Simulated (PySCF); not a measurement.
Compound: C₆H₉NSi.
Numbering: `[N:1]#[C:2][CH2:3][C@@H:4]1[CH:5]=[CH:6][CH2:7][SiH2:8]1`

Geometry (PBE0-D3(BJ)/def2-SVP, Å), atoms numbered from 1 in this order:
```xyz
17
C6H9NSi angstrom
N      3.6895    0.9862   -0.1947
C      2.7634    0.3097   -0.0382
C      1.5747   -0.5214    0.1318
C      0.3639   -0.0011   -0.6644
C     -0.0565    1.3916   -0.2595
C     -1.3097    1.6129    0.1615
C     -2.2950    0.4747    0.2128
Si    -1.2505   -0.9926   -0.3852
H      1.3411   -0.5664    1.2084
H      1.8335   -1.5473   -0.1770
H      0.6377   -0.0102   -1.7348
H      0.6783    2.2036   -0.3103
H     -1.6278    2.6177    0.4620
H     -2.7026    0.3353    1.2285
H     -3.1644    0.6637   -0.4401
H     -1.7610   -1.6268   -1.6373
H     -1.0618   -2.0587    0.6480
```

Probes without a nucleus sit at each ring's centroid and 1 Å off its mean plane on both sides; NICS is minus the shielding there, NICSzz its component along the normal. Level: GIAO PBE0/pcSseg-1 (PySCF, non-relativistic, gas phase) on the PBE0-D3(BJ)/def2-SVP geometry, one conformer.

Ring bond lengths (Å), with Mayer bond orders in brackets: C4–C5 1.510 (1.01), C5–C6 1.340 (1.91), C6–C7 1.506 (1.03), C7–Si8 1.898 (0.91), Si8–C4 1.915 (0.85).

Give the NICS values of each ring in ppm.

```tsv
ring	type	NICS(0)	NICS(1), two faces	NICS(1)zz, two faces	rms pucker (Å)	centre to ring atoms, mean (Å)
C4–C5–C6–C7–Si8	5-membered ring with Si; formal bonds 1 double, 4 single	-2.3	-3.1 / -3.2	-2.2 / -1.3	0.00	1.38
```

What do they say, and how far can they be read as aromaticity?

- C4–C5–C6–C7–Si8: mean NICS(1)zz -1.8 ppm, near zero. C4, C7, Si8 have four or more neighbours; no verdict on aromaticity is drawn.

How shielded are the nuclei of the rings and their hydrogens (means over atoms taken as equivalent)?

```json
{"atoms": "C4", "environment": "sp3 carbon bound to silicon", "σ isotropic (ppm)": "157.5"}
{"atoms": "C5", "environment": "alkene CH carbon", "σ isotropic (ppm)": "40.8"}
{"atoms": "C6", "environment": "alkene CH carbon", "σ isotropic (ppm)": "42.4"}
{"atoms": "C7", "environment": "sp3 carbon bound to silicon", "σ isotropic (ppm)": "169.3"}
{"atoms": "Si8", "environment": "SiH2 silicon", "σ isotropic (ppm)": "371.2"}
{"atoms": "H11", "environment": "methine hydrogen", "σ isotropic (ppm)": "29.02"}
{"atoms": "H12", "environment": "vinylic hydrogen", "σ isotropic (ppm)": "24.88"}
{"atoms": "H13", "environment": "vinylic hydrogen", "σ isotropic (ppm)": "25.09"}
{"atoms": "H14", "environment": "methylene hydrogen", "σ isotropic (ppm)": "29.48"}
{"atoms": "H15", "environment": "methylene hydrogen", "σ isotropic (ppm)": "29.52"}
{"atoms": "H16", "environment": "Si–H hydrogen", "σ isotropic (ppm)": "26.88"}
{"atoms": "H17", "environment": "Si–H hydrogen", "σ isotropic (ppm)": "27.28"}
```

How do the values depend on the level or the medium?

```tsv
level	NICS(0), C4–C5–C6–C7–Si8	mean NICS(1)zz, C4–C5–C6–C7–Si8
PBE0/pcSseg-1, gas	-2.3	-1.8
wB97X-D/pcSseg-1, gas	-2.1	-1.6
PBE0/pcSseg-1, IEF-PCM chloroform	-2.3	-1.7
```

The geometry is the same throughout; the continuum's cavity takes Bondi-type radii × 1.2.

Time: 31 s; peak memory 1.0 GiB. Hardware: an Arm Neoverse V1 with one thread, shared host with 32 logical CPUs at a one-minute load of 25. This is the whole shielding run at PBE0/pcSseg-1, SCF included.
